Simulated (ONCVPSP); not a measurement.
Au (Z = 79), ONCV: configuration errors across variants

* Element: gold
* Generator: ONCVPSP 4.0.1
* Type: optimised norm-conserving Vanderbilt (ONCV)
* Functional: BLYP
* Relativity: scalar-relativistic
* Frozen core: [Kr] 4d10 4f14
* Valence charge: 19
* Reference configuration: 5s2 5p6 5d9 6s2
* Partial waves: 5s+6s: rc 1.65 bohr, ncon 4, nbas 7, qcut 7.2 1/bohr, 2 projectors; 5p: rc 1.85 bohr, ncon 4, nbas 8, qcut 7.8 1/bohr, 2 projectors, debl 2.2 Ha; 5d: rc 1.70 bohr, ncon 4, nbas 8, qcut 9.1 1/bohr, 1 projector
* Local potential: polynomial inside 1.20 bohr (lpopt 5, dvloc0 -1 Ha)
* Core correction: Teter function, fcfact 4.5, rcfact 1.5

In the p channel the program set the typed energies aside and used -2.293, 0.250 Ha.

All-electron excitation energies from the reference (eV): (1) 5s2 5p6 5d10 6s1 -1.572; (2) 5s2 5p6 5d10 6s0 7.896; (3) 5s2 5p6 5d9 6s0 29.008; (4) 5s1 5p6 5d10 6s1 113.643.

Errors AE − PS in meV (a dash: test not solved or not reliable):

```csv
change,(1),(2),(3),(4),bound ghosts,GHOST(+) flags above zero
base,-8.9,-24,-22,-645,none,s
s: qcut 4.6,-11,-31,-28,-893,none,s
s: qcut 4.9,-11,-30,-27,-887,none,s
s: qcut 6,-10,-28,-25,-786,none,s
s: qcut 6.8,-9.3,-25,-23,-691,none,s
s: qcut 7.6,-8.5,-23,-21,-601,none,s
s: qcut 8.5,-7.9,-21,-20,-514,none,s
s: qcut 9,-7.5,-20,-19,-463,none,s
s: qcut 10.9,-6.4,-17,-16,-318,none,s
```

Q: Give the same row for: s: qcut 9.8.

A: -6.7, -18, -17, -346; bound ghosts: none; GHOST(+) flags above zero: s.
